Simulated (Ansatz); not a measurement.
```yaml
crystal:
  periodic: [false, false, false]
  atoms:
    - {symbol: C, position_ang: [-0.903791, -2.088030, 1.659073]}
    - {symbol: C, position_ang: [-0.331280, -1.137024, 0.825989]}
    - {symbol: O, position_ang: [1.009953, -1.208013, 0.181201]}
    - {symbol: Al, position_ang: [0.213995, 0.351495, -0.297307]}
    - {symbol: C, position_ang: [0.546345, 2.003749, -1.420212]}
    - {symbol: H, position_ang: [-0.352354, -3.051011, 1.923547]}
    - {symbol: H, position_ang: [-1.940032, -1.916571, 2.091715]}
    - {symbol: H, position_ang: [-0.050336, 2.903977, -1.035631]}
    - {symbol: H, position_ang: [0.233666, 1.812671, -2.508450]}
    - {symbol: H, position_ang: [1.661089, 2.275207, -1.416878]}
basis:
  gaussian: {orbitals: def2-SVPD, final_grid: {core_spheres: 1, valence_spheres: 1, degree: 1}}
hamiltonian: {xc: {name: PBE}}
```

```sh
$ ansatz run in.yaml --threads 2 --pin off --events-out ev --progress --plain --max-ram 4352MiB
```

Output, abridged:

```
Functional definition: PBE
1241 factors; their error is unknown
mean field evaluation 1: about -11802.7367 eV, gradient 8.2e1 eV
mean field evaluation 2: about -11686.8412 eV, gradient 2.0e2 eV
mean field evaluation 4: about -11818.3757 eV, gradient 2.2e1 eV
mean field evaluation 8: about -11819.5362 eV, gradient 1.1e0 eV
mean field evaluation 16: about -11833.5371 eV, gradient 2.8e1 eV
mean field evaluation 32: about -11880.9094 eV, gradient 1.7e1 eV
a density is far from that of the atoms, so the factors are made again for it
1829 factors; integrals over basis functions are off by at most 5.1e-4 eV
mean field -11882.35329498 eV, -436.6684294423 hartree, gradient 1.1e-5 eV, S^2 0.000000; 0 other end points of the search recorded, 0 dependent functions left out
reference -11882.35329653 eV, -436.6684294991 hartree; 22, 22 occupied and 125, 125 virtual orbitals, 1829 factors
Total energy: -11882.35329653 eV, -436.6684294991 hartree
```

In this input the integration grid is far too coarse. The run converged. The result belongs to that input, not to the molecule as meant.
